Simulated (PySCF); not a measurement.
C4H7FO2Si (charge +1 and doublet state).
Numbering: `[O:1]=[CH:2][CH2:3][C+:4]([F:5])[CH:6][O:7][SiH3:8]` (hydrogens: H9 on C2; H10, H11 on C3; H12 on C6; H13, H14, H15 on Si8)

Structure used (GFN2-xTB), in Å, numbered top down from 1:
```xyz
15
C4H7FO2Si angstrom
O      0.830    1.274   -1.279
C      1.623    1.294   -0.402
C      1.622    0.355    0.823
C      1.024   -0.956    0.527
F      1.824   -2.002    0.641
C     -0.248   -1.183    0.047
O     -1.086   -0.221   -0.125
Si    -2.596    0.046   -0.814
H      2.451    2.021   -0.346
H      1.025    0.909    1.558
H      2.635    0.232    1.207
H     -0.540   -2.204   -0.190
H     -3.172   -1.218   -1.254
H     -3.220    0.677    0.349
H     -2.178    0.985   -1.854
```

The hyperfine couplings belong to this conformer and change with its torsions.

The calculation used PySCF 2.14.0, UKS B3LYP, pcH-1 on C F H O Si, non-relativistic, mean-field spin-orbit, GIAO. Isolated species at its GFN2-xTB geometry (one conformer only). The geometry wasn't refined by DFT: couplings that depend on bond lengths, twists or pyramidal angles can differ widely from those at the functional's own minimum, by a factor of two or more for some ions and for spin on atoms past the first row. Stability of the SCF solution: not tested.

Question: The isotropic 17O couplings are -25.1, -3.6 MHz. Assign them to O1; O7.

Answer: 
```json
{"site": "O1", "a_iso (MHz)": "-3.6", "ρ(0) (bohr⁻³)": "+0.0060", "position": "3 bonds from C4", "distance from C4 (Å)": "2.88", "spin population": "+0.06", "largest |T| (MHz)": "20.5"}
{"site": "O7", "a_iso (MHz)": "-25.1", "ρ(0) (bohr⁻³)": "+0.0412", "position": "2 bonds from C4", "distance from C4 (Å)": "2.33", "spin population": "+0.22", "largest |T| (MHz)": "84.3"}
```

Question: The isotropic 13C couplings are +23.1, +10.1, -9.4, -5.0 MHz. Assign them to C2; C3; C4; C6.

Answer: 
```tsv
site	a_iso (MHz)	ρ(0) (bohr⁻³)	position	distance from C4 (Å)	spin population	largest |T| (MHz)
C2	+10.1	+0.0090	2 bonds from C4	2.51	+0.02	9.4
C3	-9.4	-0.0084	1 bond from C4	1.47	-0.01	7.3
C4	+23.1	+0.0205	largest spin population	0.00	+0.37	69.5
C6	-5.0	-0.0045	1 bond from C4	1.38	+0.21	38.2
```

ρ(0) is the spin density at the nucleus and T the dipolar tensor; a_iso includes a spin–orbit part; entries for several nuclei are means. The Mulliken spin populations are largest on C4 (+0.37), O7 (+0.22), C6 (+0.21) and F5 (+0.07). Three atoms exceed +0.15.

β density exceeds α density at some nuclei, such as Si8 (-0.0156), C3 (-0.0084) and C6 (-0.0045), spin density in bohr⁻³. In a single determinant that takes different orbitals for the two spins, that is spin polarisation.

Class means assume fast exchange of nuclei equivalent by connectivity; if that motion is slow, each nucleus keeps its own coupling. The three 1H nuclei of mean +26.1 MHz run from -1.9 to 44.0 MHz in the frozen geometry. The 1H value of +26.0 MHz is a mean of couplings from -0.4 to 52.4 MHz in this one geometry, not an average over conformers.

The SMILES `O=CC[C+](F)[CH]O[SiH3]` draws the unpaired electron on C6, whose computed spin population is only +0.21.
